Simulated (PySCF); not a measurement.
# Bond lengths and vibrations by method: BGeH2NO

All numbers below are calculated, not measured. The program is PySCF 2.14.0, an open-source quantum chemistry code, run on an isolated molecule that a program drew, which may never have been made. The molecule is BGeH2NO (charge 0, singlet), drawn as the SMILES string `OB=[N][GeH]`.

The geometry was optimised and harmonic frequencies were computed with HF and MP2, all in the cc-pVDZ basis, for the commonest isotopes, with a restricted reference for singlets and an unrestricted one otherwise, and a frozen core in MP2. Germanium has the cc-pVDZ-PP basis, with a core potential (ECP10MDF) in place of its 10 inner electrons, and its 3s, 3p and 3d shells are frozen in MP2. Each result is a local minimum of its method.

Geometry at the HF minimum:
```xyz
6
BGeH2NO, angstrom
O     2.0777   -1.5282   -1.0945
B     1.0919   -1.0754   -0.3384
N     0.1581   -0.6454    0.3812
Ge   -1.0046    0.0024    1.6164
H     1.8284   -1.7712   -1.9754
H    -2.3038   -0.0432    0.6867
```

Lengths of the bonds as drawn, in Å (atoms numbered as above):
| bond | HF | MP2 |
|---|---|---|
| O1-B2 | 1.322 | 1.345 |
| B2-N3 | 1.255 | 1.284 |
| N3-Ge4 | 1.816 | 1.843 |
| O1-H5 | 0.947 | 0.968 |
| Ge4-H6 | 1.598 | 1.603 |

Rotational constants, in GHz:
```
constant,HF,MP2
A,153.8,143.9
B,1.546,1.498
C,1.53,1.483
```

Harmonic frequencies in cm^-1, each column in rising order, so a row needn't be the same motion in every method:
| rank | HF | MP2 |
|---|---|---|
| 1 | 87 | 71 |
| 2 | 104 | 91 |
| 3 | 253 | 288 |
| 4 | 436 | 373 |
| 5 | 472 | 429 |
| 6 | 535 | 463 |
| 7 | 856 | 798 |
| 8 | 1071 | 1020 |
| 9 | 1186 | ? |
| 10 | 1927 | 1904 |
| 11 | 2131 | 1995 |
| 12 | 4148 | 3868 |

**Estimate the missing MP2 frequency from the HF column.**

A single factor s that minimises the squared misfit of MP2 against s times HF over the other rows is sum(HF x MP2) / sum(HF^2) = 0.9403, with an rms misfit of 38 cm^-1. For rank 9 it gives 0.9403 x 1186 = 1115 cm^-1. The calculation gives 1111 cm^-1, 4 cm^-1 below the estimate. The drawn bonds are on average 1.6 % longer in MP2 than in HF.
